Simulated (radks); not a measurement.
Results of a calculation; reference values are marked as such.
Cr X, 15 electrons, occupied as [Ne] 3s2 3p3. Code: a radial shooting solver on a logarithmic mesh with Libxc functionals. Model: Dirac Kohn-Sham, LB94 model potential, spin-unpolarised, spherical densities, finite nucleus; open shells fill j = l - 1/2 first; Fermi nuclear charge, rms radius 3.6452 fm.

Spin-orbit splittings of the eigenvalues, e(l+1/2) - e(l-1/2), with zeta = 2 splitting/(2l+1) and mean radii in bohr:

| shell | occ. | splitting (eV) | zeta (eV) | <r> j=l-1/2 | <r> j=l+1/2 |
|---|---|---|---|---|---|
| 2p | 6 | 8.911 | 5.941 | 0.2552 | 0.2580 |
| 3p | 3 | ? | ? | 0.8074 | 0.8129 |
| 3d | 0 | 0.2364 | 0.09458 | 0.7790 | 0.7804 |

Estimate the 3p splitting.

Answer. 1.528 eV (zeta = 1.019 eV).
